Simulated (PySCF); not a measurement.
The group X on NC-X is varied. All species are isolated molecules in the gas phase. One relaxed conformer stands for each flexible species; it need not be the lowest. Strings in code marks are SMILES.

These are B3LYP-D3(BJ)/def2-TZVP run with PySCF values and carry that method's errors. All candidates: neutral, multiplicity 1. B3LYP has the VWN-RPA correlation part, as in Gaussian. Delta-SCF ions had no search for a lower state. Excitations are Tamm–Dancoff values on a coarser integration grid. The basis has no diffuse functions, so Rydberg states are missing or too high.

```yaml
LUMO: -1.85 eV
S1 excitation (TDA): 5.25 eV
vertical ionisation energy (Delta-SCF): 11.45 eV
```

Problem. Identify which member has these values.
A. `C#CC#N`
B. `N#C[SeH]`
C. `N#[C][GeH3]`
D. `N#CB(O)O`

Solution. A, `C#CC#N`. The others give `N#CB(O)O`: -1.53 eV, 6.66 eV, 12.43 eV; `N#[C][GeH3]`: -0.49 eV, 7.21 eV, 12.01 eV; `N#C[SeH]`: -1.49 eV, 4.89 eV, 10.35 eV
